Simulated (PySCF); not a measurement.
Calculation: PBE-D3(BJ)/def2-TZVP // PBE0-D3(BJ)/def2-TZVP run with PySCF. Isolated molecules, 0 K electronic values unless said otherwise. 

Reference species (SMILES): `I[BH]` (neutral, multiplicity 2).

```
Property        Value
-------------  ------
dipole moment  0.68 D
```

Changed species: `[BH2]` (radical fragment; the reference has radical fragment).

What does the change do to the dipole moment?

the dipole moment drops by 0.17 D, to 0.51 D.
